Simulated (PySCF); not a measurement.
Isomers of CH3NOSi. Method: PySCF, PBE0-D3(BJ)/def2-SVP geometry optimisation, gas phase. Energies are electronic, without zero-point or thermal terms, for one conformer each. No frequencies were run at this level. Point groups hold within 0.08 Å.

Question: Rank from lowest to highest electronic energy at this level (kcal/mol).
A. `[N:1]#[C:2][SiH2:3][OH:4]` with C2–Si3–O4–H 58°
B. Si(NCO)H3 (`[H][Si]([H])([H])N=C=O`)

Answer: B (0.0), A (10.0).

```json
{"SMILES": "[H][Si]([H])([H])N=C=O", "E (Eh)": "-458.88361", "E rel (kcal/mol)": "0.0", "dipole (D)": "2.12", "point group": "–", "A, B, C (MHz)": "84066, 2443, 2442"}
{"SMILES": "N#C[SiH2]O", "E (Eh)": "-458.86763", "E rel (kcal/mol)": "10.0", "dipole (D)": "2.92", "point group": "–", "A, B, C (MHz)": "17488, 3416, 2976"}
```
